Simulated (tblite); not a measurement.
Species: C6H8F2O.
Z-matrix (Å and degrees, GFN2-xTB geometry), rows numbered from 1:
```
F 
C   1  1.3756
C   2  1.5236  1  110.93
C   3  1.5307  2  113.32  1    76.18
F   4  1.4045  3  106.45  2    58.52
C   4  1.5024  3  113.79  2   179.96
C   6  1.3284  4  108.49  3   127.27
O   7  1.3481  6  115.27  4    -1.63
C   8  1.4259  7  107.71  6     0.43
H   2  1.0944  1  106.23  3  -120.52
H   2  1.0938  1  107.00  3   121.73
H   3  1.0912  2  108.07  1  -164.46
H   3  1.0909  2  109.80  1   -45.93
H   6  1.0693  4  123.42  3   -55.12
H   7  1.0751  6  129.52  4   179.22
H   9  1.0912  4  112.56  3    -6.38
H   9  1.0929  4  110.49  3   116.07
```

Computed with GFN2-xTB (tblite): harmonic, unscaled wavenumbers at the GFN2-xTB geometry, gas phase. Against measured fundamentals such values can be off by several per cent, at times by over 20. One conformer, not necessarily the lowest.

Harmonic wavenumbers (cm⁻¹): 58.3, 97.3, 118.7, 199.2, 255.8, 332.3, 362.3, 393.7, 484.6, 536.8, 618.8, 750.3, 780.7, 836.4, 845.7, 867.9, 880.0, 961.9, 981.8, 998.2, 1045.3, 1081.9, 1093.8, 1131.2, 1145.0, 1154.4, 1192.1, 1200.8, 1240.1, 1246.9, 1319.1, 1325.9, 1337.8, 1438.0, 1443.6, 1450.6, 1661.7, 2954.0, 2967.9, 2971.6, 2991.7, 3000.4, 3005.4, 3138.7, 3198.4.

A = 2878, B = 1167, C = 1018 MHz; mass 134.054 u (most abundant isotopes); point group C1, symmetry number 1.

Task: Zero-point energy?

Result: Half the sum of the wavenumbers: 28548 cm⁻¹ = 341.51 kJ/mol.

Task: Give the ideal-gas entropy at 273.15 K and 1 bar in the rigid-rotor, harmonic-oscillator model (classical rotation).

Result: Translation 168.12, rotation 119.96, vibration 83.55: S = 371.6 J/(mol K).

Task: And Cp and H(273.15 K) − H(0)?

Result: Cp = 129.68 J/(mol K), of which vibrations give 96.42 (their classical limit is 45 R = 374.2); H(273.15 K) − H(0) = 21.61 kJ/mol without the zero-point energy, 12.52 from vibrations.

Task: What must be added to the electronic energy to get the Gibbs energy at 273.15 K and 1 bar?

Result: ZPE + [H(273.15 K) − H(0)] − T·S = 341.51 + 21.61 − 101.51 = 261.61 kJ/mol.

Task: Blend soft modes into free rotors: weight 1/[1 + (100 cm⁻¹/ν̃)⁴] for the oscillator and the rest for a rotor with moment μB/(μ + B), μ = h/(8π²ν), B = 10⁻⁴⁴ kg m². What vibrational entropy results?

Result: 78.07 J/(mol K) in place of 83.55, which changes −T·S at 273.15 K by +1.50 kJ/mol.

Hindered rotation and anharmonicity are outside this model. Other conformers, if any are populated, would add a mixing term that is left out. The structure is chiral; the term R ln 2 for an equal mix with its mirror image is left out.

Time: 0.52 s wall. Hardware: an Arm Neoverse V1 with one thread, no GPU (shared host). This covers the Hessian and the dipole derivatives.
